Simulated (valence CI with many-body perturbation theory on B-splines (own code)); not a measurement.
Values are calculated unless marked as measured or tabulated.
# Pt LXXIV: magnetic and hyperfine properties of the levels

Method: valence CI with perturbative core correlation (CI+MBPT): three valence electrons over a frozen Dirac-Fock core [He], radial functions for each j: 11 s, 11 p, 9 d, 7 f, 5 g, 2 h, 1 i, with the one-electron correlation potential Σ1, the two-electron term Σ2, the three-electron term Σ3, Breit, model QED; selected CI, second order for the rest (own B-spline code, finite nucleus).

No measured spectrum was set against this ion. As an estimate, large intervals hold to a few tenths of a per cent, small ones and those within an open d or f shell to about a per cent.

A/g_I is the dipole constant over the nuclear g factor μ/I (μ in nuclear magnetons, uniformly magnetised nucleus), B/Q the quadrupole constant per barn. Both hold the static response of the core; the bare values leave it out. Large factors of s and p1/2 electrons are usually good to 5 to 10 %; those of open d and f shells near neutrality can be off by tens of per cent, and small factors of p3/2, d and f electrons come from cancelling terms and can be off by a factor of two or in sign, in half-filled shells by more. B is blank for J = 1/2, where it vanishes, and for nearly pure S terms. Energies count from the lowest level.

Levels are named by their leading jj configuration (3d3/2^4 stands for four electrons in 3d with j = 3/2), which in mixed levels can hold well under half, so a name can repeat and another be missing. Letters in brackets count levels of one name in rising energy.

```
                     Level  E (Ry)      g  A/g_I (MHz)  A/g_I bare  B/Q (MHz/b)  B/Q bare
        (2s^2 2p1/2) J=1/2    0.00  0.609      9890000     9850000                       
        (2s 2p1/2^2) J=1/2   21.89  2.008     2.97e+07    2.94e+07                       
        (2s^2 2p3/2) J=3/2  136.99  1.293      1020000     1040000      2030000   2040000
(2s 2p1/2 2p3/2) J=3/2 [a]  152.47  1.611      6990000     6950000      1600000   1600000
    (2s 2p1/2 2p3/2) J=5/2  155.53  1.298      8540000     8490000      1800000   1810000
    (2s 2p1/2 2p3/2) J=1/2  161.34  1.272    -1.15e+07   -1.13e+07                       
(2s 2p1/2 2p3/2) J=3/2 [b]  161.47  0.970        16400       66800      1000000   1000000
     (2p1/2^2 2p3/2) J=3/2  184.09  1.304       952000      996000      1970000   1970000
        (2s 2p3/2^2) J=5/2  290.75  1.413      6810000     6770000       221000    221000
        (2s 2p3/2^2) J=1/2  299.41  1.916     3.00e+07    2.97e+07                       
        (2s 2p3/2^2) J=3/2  299.45  1.163     -4790000    -4690000      -172000   -173000
     (2p1/2 2p3/2^2) J=3/2  317.13  1.429      -823000     -760000        87200     87300
     (2p1/2 2p3/2^2) J=5/2  318.79  1.156      2760000     2780000        -5560     -5570
     (2p1/2 2p3/2^2) J=1/2  323.40  0.609      9930000     9870000                       
           (2p3/2^3) J=3/2  457.50  1.283       983000     1020000     -2060000  -2070000
           (2s^2 3s) J=1/2  884.62  1.978      8850000     8780000                       
        (2s^2 3p1/2) J=1/2  891.80  0.654      3000000     2990000                       
   (2s 2p1/2 3s) J=1/2 [a]  899.28  2.346     1.71e+07    1.69e+07                       
       (2s 2p1/2 3s) J=3/2  901.46  1.521     1.62e+07    1.61e+07      -132000   -132000
   (2s 2p1/2 3s) J=1/2 [b]  903.96  0.683     1.53e+07    1.52e+07                       
(2s 2p1/2 3p1/2) J=1/2 [a]  905.33  0.257     -1670000    -1620000                       
    (2s 2p1/2 3p1/2) J=3/2  907.54  1.077     1.43e+07    1.42e+07      -130000   -130000
(2s 2p1/2 3p1/2) J=1/2 [b]  911.25  1.898     3.02e+07    2.99e+07                       
        (2p1/2^2 3s) J=1/2  925.40  1.977      8460000     8380000                       
     (2p1/2^2 3p1/2) J=1/2  931.03  0.641      2980000     2960000                       
        (2s^2 3p3/2) J=3/2  932.23  1.317       326000      334000       629000    630000
        (2s^2 3d3/2) J=3/2  936.80  0.783       199000      199000       120000    121000
(2s 2p1/2 3p3/2) J=3/2 [a]  946.78  1.384      1330000     1330000       620000    620000
        (2s^2 3d5/2) J=5/2  947.25  1.199      1150000     1140000       203000    204000
    (2s 2p1/2 3p3/2) J=5/2  949.51  1.292      7100000     7050000       434000    435000
(2s 2p1/2 3p3/2) J=3/2 [b]  949.58  1.239      4520000     4490000       230000    230000
    (2s 2p1/2 3p3/2) J=1/2  949.89  1.333    -1.26e+07   -1.25e+07                       
(2s 2p1/2 3d3/2) J=3/2 [a]  950.42  0.572     -2490000    -2460000       122000    123000
    (2s 2p1/2 3d3/2) J=5/2  952.85  0.994      8060000     7990000         -562      67.2
(2s 2p1/2 3d3/2) J=3/2 [b]  954.23  1.143      8030000     7950000       118000    118000
    (2s 2p1/2 3d3/2) J=1/2  954.53  0.439    -1.30e+07   -1.29e+07                       
(2s 2p1/2 3d5/2) J=5/2 [a]  961.89  1.296      1840000     1820000       135000    136000
    (2s 2p1/2 3d5/2) J=7/2  964.19  1.215      5780000     5730000        -3600     -2800
(2s 2p1/2 3d5/2) J=5/2 [b]  965.09  1.075       648000      649000       217000    218000
    (2s 2p1/2 3d5/2) J=3/2  965.14  1.124     -7590000    -7520000        72600     73100
```

(1) Take the isotope of mass number 195, with I = 1/2, μ = 0.6073 μN. What is the hyperfine structure of (2s 2p1/2 2p3/2) J=5/2?

Results:

(1) From the table A = 1.04e+07 MHz. Shifts from the centre of gravity in MHz: F = 2: -1.82e+07, F = 3: 1.30e+07.
